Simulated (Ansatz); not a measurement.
Computed with Ansatz on PBE0-D4/def2-TZVP structures; ΔE is electronic, products minus reactants. CCSD(T)/CBS adds triple-zeta CCSD(T) − MP2 to the extrapolated MP2 energy (def2 sets, frozen cores). DFT in def2-TZVPP. B3LYP here is the variant with VWN-RPA as its local correlation; programs differ in this. For Ga, Ge outer-core shells are correlated without core-valence functions, which leaves a few kJ/mol of doubt a bond. Scalar relativity is left out up to krypton. Each species was taken in one conformer, which may not be the lowest.

`[F][GeH2][SiH2]S` + `[SiH3][CH2][GaH2]` → `[F][GeH2][CH2][SiH3]` + `S[SiH2][GaH2]`  (redistribution)

Question: Is it downhill or uphill in electronic energy at CCSD(T)/CBS, and by how much? (An estimate is asked.)

Answer: Ansatz gave: Downhill: ΔE = -0.06 eV.

Question: What do these levels give: r2SCAN-D4, PBE0-D4, B3LYP-D4, ωB97M-V, B3LYP, HF/def2-TZVPP, MP2/def2-TZVPP, SCS-MP2/def2-TZVPP, HF/def2-QZVPP, SCS-MP2/def2-QZVPP, HF/CBS(def2), CCSD/CBS(def2)? (Estimate.)

Answer: Ansatz gave: r2SCAN-D4 -0.05, PBE0-D4 -0.06, B3LYP-D4 -0.05, ωB97M-V -0.06, B3LYP -0.04, HF/def2-TZVPP -0.07, MP2/def2-TZVPP -0.06, SCS-MP2/def2-TZVPP -0.06, HF/def2-QZVPP -0.06, SCS-MP2/def2-QZVPP -0.05, HF/CBS(def2) -0.06, CCSD/CBS(def2) -0.06 eV.

Largest T1 diagnostic among the species: 0.013.
